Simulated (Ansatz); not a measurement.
Kohn–Sham single points on `[OH][Zr]([F])([F])[SH]`.

```yaml
crystal:
  periodic: [false, false, false]
  atoms:
    - {symbol: O, position_ang: [-1.073423, 0.353602, 0.990444]}
    - {symbol: Zr, position_ang: [0.227070, -0.603747, -0.005534]}
    - {symbol: F, position_ang: [1.599504, -1.286453, 1.117950]}
    - {symbol: F, position_ang: [-0.544633, -2.082700, -0.915727]}
    - {symbol: S, position_ang: [1.196620, 0.954868, -1.638145]}
    - {symbol: H, position_ang: [-1.750865, 0.648310, 1.593326]}
    - {symbol: H, position_ang: [0.407126, 1.948219, -1.188115]}
basis:
  gaussian: {orbitals: def2-TZVPP}
hamiltonian: {xc: pbe0, dispersion: d4}
output: {orbitals: {seedname: orbitals}}
```

```sh
$ ansatz run in.yaml --threads 4 --pin off --events-out ev --progress --plain
```

Shortened log:

```
Functional definition: PBE0
1286 factors; their error is unknown
mean field evaluation 1: about -19619.7937 eV, gradient 7.9e1 eV
mean field evaluation 2: about -19572.5047 eV, gradient 1.8e2 eV
mean field evaluation 4: about -19629.3903 eV, gradient 7.7e0 eV
mean field evaluation 8: about -19629.5076 eV, gradient 2.6e-1 eV
mean field evaluation 16: about -19629.5699 eV, gradient 8.2e-5 eV
mean field -19629.56992076 eV, -721.3733891876 hartree, gradient 8.2e-5 eV, S^2 0.000000; 0 other end points of the search recorded, 0 dependent functions left out
reference -19629.56997466 eV, -721.3733911685 hartree; 28, 28 occupied and 191, 191 virtual orbitals, 1286 factors
Total energy: -19629.70396677 eV, -721.3783152875 hartree
```

Hardware: 4 threads of a server CPU on a shared host. Wall time 2.7 s, peak host memory 0.51 GiB.

Changing it to `hamiltonian: {xc: r2scan, dispersion: d4}` and forces (abridged; 4.8 s):

```
Functional definition: r2SCAN
mean field evaluation 16: about -19637.9849 eV, gradient 1.5e-4 eV
mean field -19637.98488605 eV, -721.6826334582 hartree, gradient 6.4e-5 eV, S^2 0.000000
Total energy: -19638.02218565 eV, -721.6840041931 hartree
Atom 0 force    -0.117473     0.101563     0.085149 eV/Å
Atom 1 force     0.056729    -0.026075    -0.046346 eV/Å
Atom 2 force     0.083059    -0.048384     0.070632 eV/Å
Atom 3 force    -0.047444    -0.099086    -0.054284 eV/Å
Atom 4 force     0.053759     0.081440    -0.088581 eV/Å
Atom 5 force    -0.029790     0.002217     0.030352 eV/Å
Atom 6 force     0.001160    -0.011675     0.003079 eV/Å
Dipole moment:    -0.486049     0.309529     0.393232 e Å
```

The same input with `hamiltonian: {xc: {name: BLYP}, dispersion: d4}` (abridged; 2.2 s):

```
Functional definition: BLYP
mean field evaluation 16: about -19639.8433 eV, gradient 2.5e-3 eV
mean field -19639.84334296 eV, -721.7509304900 hartree, gradient 7.2e-5 eV, S^2 0.000000
Total energy: -19640.16616106 eV, -721.7627938363 hartree
```

The same input with `hamiltonian: {xc: {name: wB97M-V}}` and forces (abridged; 12 s):

```
Functional definition: wB97M-V
mean field evaluation 16: about -19636.3461 eV, gradient 1.2e-4 eV
mean field -19636.34607923 eV, -721.6224084182 hartree, gradient 4.4e-5 eV, S^2 0.000000
Total energy: -19636.34616752 eV, -721.6224116630 hartree
Atom 0 force    -0.119330     0.052513     0.107150 eV/Å
Atom 1 force     0.032001    -0.019891    -0.022893 eV/Å
Atom 2 force     0.037540    -0.029126     0.041097 eV/Å
Atom 3 force    -0.027765    -0.055610    -0.022044 eV/Å
Atom 4 force     0.006493     0.129304    -0.057154 eV/Å
Atom 5 force     0.027975    -0.004719    -0.028466 eV/Å
Atom 6 force     0.043086    -0.072471    -0.017691 eV/Å
Dipole moment:    -0.489014     0.298363     0.400705 e Å
```

Changing it to `hamiltonian: {xc: {name: r2SCAN0}, dispersion: d4}` (abridged; 5.5 s):

```
Functional definition: r2SCAN0
mean field evaluation 16: about -19635.5466 eV, gradient 1.6e-4 eV
mean field -19635.54664308 eV, -721.5930296816 hartree, gradient 4.8e-5 eV, S^2 0.000000
Total energy: -19635.59201317 eV, -721.5946970016 hartree
```

With the line `hamiltonian: {xc: pbe, dispersion: d4}` and forces (abridged; 2.5 s):

```
Functional definition: PBE
mean field evaluation 16: about -19629.6626 eV, gradient 1.9e-3 eV
mean field -19629.66262424 eV, -721.3767959776 hartree, gradient 4.6e-5 eV, S^2 0.000000
Total energy: -19629.81810762 eV, -721.3825098864 hartree
Atom 0 force     0.063397     0.074698    -0.096995 eV/Å
Atom 1 force     0.052779     0.114358    -0.097149 eV/Å
Atom 2 force     0.280488    -0.135967     0.218216 eV/Å
Atom 3 force    -0.149283    -0.297794    -0.190504 eV/Å
Atom 4 force     0.221360    -0.054991    -0.213028 eV/Å
Atom 5 force    -0.330944     0.128692     0.300212 eV/Å
Atom 6 force    -0.137796     0.171004     0.079248 eV/Å
Dipole moment:    -0.474800     0.305620     0.382832 e Å
```
